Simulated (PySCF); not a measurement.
# V⁺ (vanadium, charge +1) across methods

[Ar] 3d3 4p1, one real determinant (an excited configuration). Computed with PySCF 2.14 in aug-cc-pwCVTZ-DK (10s9p7d4f3g, 127 functions), with scalar relativity by spin-free X2C-1e.

```json
{"method": "UHF", "E (hartree)": "-947.78927", "mean ε 3p β (eV)": "-60.297", "mean ε 3d α (eV)": "-22.670", "mean ε 4p α (eV)": "-9.755", "Σ⟨r²⟩ (bohr²)": "33.71", "⟨S²⟩": "6.003"}
{"method": "LDA", "E (hartree)": "-946.557", "mean ε 3p β (eV)": "-50.963", "mean ε 3d α (eV)": "-15.013", "mean ε 4p α (eV)": "-8.111", "Σ⟨r²⟩ (bohr²)": "32.20", "⟨S²⟩": "6.000"}
{"method": "r2SCAN", "E (hartree)": "-948.750", "mean ε 3p β (eV)": "-51.574", "mean ε 3d α (eV)": "-15.414", "mean ε 4p α (eV)": "-8.118", "Σ⟨r²⟩ (bohr²)": "32.29", "⟨S²⟩": "6.001"}
{"method": "PBE", "E (hartree)": "-948.549", "mean ε 3p β (eV)": "-50.854", "mean ε 3d α (eV)": "-14.961", "mean ε 4p α (eV)": "-8.089", "Σ⟨r²⟩ (bohr²)": "32.42", "⟨S²⟩": "6.000"}
{"method": "PBE0", "E (hartree)": "-948.581", "mean ε 3p β (eV)": "-53.544", "mean ε 3d α (eV)": "-17.004", "mean ε 4p α (eV)": "-8.604", "Σ⟨r²⟩ (bohr²)": "32.54", "⟨S²⟩": "6.001"}
{"method": "BP86", "E (hartree)": "-948.909", "mean ε 3p β (eV)": "-51.006", "mean ε 3d α (eV)": "-15.034", "mean ε 4p α (eV)": "-8.184", "Σ⟨r²⟩ (bohr²)": "32.24", "⟨S²⟩": "6.000"}
{"method": "M06-2X", "E (hartree)": "-948.768", "mean ε 3p β (eV)": "-56.297", "mean ε 3d α (eV)": "-18.782", "mean ε 4p α (eV)": "-9.127", "Σ⟨r²⟩ (bohr²)": "32.48", "⟨S²⟩": "6.001"}
```

Q: Estimate the same row for B97-3.

A: E (hartree) = -948.662; mean ε 3p β (eV) = -53.748; mean ε 3d α (eV) = -16.994; mean ε 4p α (eV) = -8.526; Σ⟨r²⟩ (bohr²) = 32.61; ⟨S²⟩ = 6.001.

⟨L²⟩ = 14.01 against 20 for a pure G term, so this real determinant mixes terms.
